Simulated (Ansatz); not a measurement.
The same path of C2H8N2Si (13 atoms, charge 0, multiplicity 1) was run 3 times with different band settings. Lost on the way: C2–H9. Made: N3–H9.

The calculation used RKS PBE0-D4/def2-SVP in Ansatz 0.2.0.

Relaxed end points:

```xyz
13
Properties=species:S:1:pos:R:3
N -1.174 -2.031 0.877
C -0.136 -1.062 1.133
N -0.319 0.064 0.252
C 0.666 0.484 -0.428
Si 0.472 1.984 -1.564
H -2.084 -1.600 1.028
H -1.097 -2.810 1.526
H 0.853 -1.548 0.993
H -0.143 -0.637 2.162
H 1.658 -0.023 -0.363
H 0.914 1.622 -2.947
H 1.357 3.089 -1.079
H -0.948 2.433 -1.575
```

```xyz
13
Properties=species:S:1:pos:R:3
N -1.138 -2.057 1.377
C 0.004 -1.435 0.889
N -0.029 -0.315 0.201
C 0.912 0.344 -0.535
Si 0.523 1.945 -1.308
H -2.019 -1.703 1.019
H -1.178 -2.162 2.389
H 0.967 -1.941 0.997
H -0.947 0.137 0.190
H 1.884 -0.154 -0.585
H 0.849 2.021 -2.773
H 1.161 3.170 -0.707
H -0.967 2.115 -1.140
```

Common settings: optimiser quadratic models (default); start path through a guess of the saddle point; force threshold 0.03 eV/Å; iteration limit 60; end points relaxed.

| run | movable images | climbing image | spring |
| --- | --- | --- | --- |
| 1 | 7 | yes | 5.0 eV/Å² |
| 2 | 7 | yes | 0.5 eV/Å² |
| 3 | 4 | no | 5.0 eV/Å² |

What does each run give, and how far can it be trusted?

Run 1: converged after 16 iterations, highest image 2.505 eV above the first end. Neighbouring images differ by up to 1.5 eV, so the band resolves the path poorly. The order of the stationary point at the top wasn't checked.
Run 2: converged after 17 iterations, highest image 2.505 eV above the first end. Neighbouring images differ by up to 1.9 eV, so the band resolves the path poorly. The order of the stationary point at the top wasn't checked.
Run 3: converged after 49 iterations, highest image 0.807 eV above the first end. No image climbed, so the highest image needn't sit at the top of the path. A band with more images between the same ends climbed to 2.51 eV, so this one has probably stepped over the top.
The orbitals stay closed-shell, which can raise the energy where a bond breaks towards radicals; this wasn't checked here.
